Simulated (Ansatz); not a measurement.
System: BF, net charge 1, doublet state. SMILES: [B][F+]
Coordinates optimised at B3LYP-D3(BJ)/def2-TZVP (Ansatz, a quantum-chemistry and plane-wave program):
```
B
F 1 1.2149
```
Charge +1, spin multiplicity 2.

PBE beside other levels, property by property. Valence correlation only, unless marked. UHF or UKS for open shells. Spin-orbit coupling is left out. No relativistic terms. CBS marks a two-point X^-3 extrapolation of the correlation energy; Hartree-Fock from the larger set. Vertical energies are electronic, to the SCF solution reached for that spin. Anions need diffuse functions, of which def2-TZVPD holds fewer than the aug- sets. The coupled-cluster column (Ansatz) is a level with limits of its own: CCSD(T)/CBS(aug-cc-pVTZ,aug-cc-pVQZ).

```
property                                        PBE/def2-TZVPD (Ansatz)  r2SCAN/def2-TZVPD (Ansatz)  B3LYP-D3(BJ)/def2-TZVPD (Ansatz + dftd3)  CAM-B3LYP/def2-TZVPD (Ansatz)  coupled cluster
----------------------------------------------  -----------------------  --------------------------  ----------------------------------------  -----------------------------  ---------------
vertical electron affinity to the singlet (eV)                    10.73                       10.59                                     10.94                          10.98            11.02
vertical ionisation energy to the singlet (eV)                    23.29                       23.48                                     23.54                          23.58            23.33
```

As the rows show:
- vertical electron affinity to the singlet: PBE lies 0.29 eV below coupled cluster.
- vertical ionisation energy to the singlet: PBE lies 0.04 eV below coupled cluster.
